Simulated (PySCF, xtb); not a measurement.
H3O3Si, SMILES O[Si](O)O, multiplicity 2.

Coordinates come from a r2SCAN-D4/def2-SVP optimisation. The isomer is the one that the SMILES or the coordinates give; other isomers of the formula were not compared. Other conformers were not sampled.

Method: C-PCM-ωB97X/def2-SVP run with PySCF.

The values are the electrostatic part of the solvation free energy, E(continuum) − E(gas) at the gas-phase geometry, in a cavity of scaled van der Waals radii (PySCF's table); cavitation and dispersion terms are not included. The dipole moment in vacuum is 1.91 D.

Computed values in water (ε = 78.36), cyclohexanone (ε = 15.62), diethylether (ε = 4.24):
```
solvent            ε  ΔG(elec) (kcal/mol)  dipole (D)
-------------  -----  -------------------  ----------
water          78.36                -10.0        2.30
cyclohexanone  15.62                 -9.4        2.27
diethylether    4.24                 -7.6        2.20
```

For comparison, GFN2-xTB/ALPB(water) (xtb, at the GFN2-xTB geometry, all terms of that model) gives -9.6 kcal/mol.
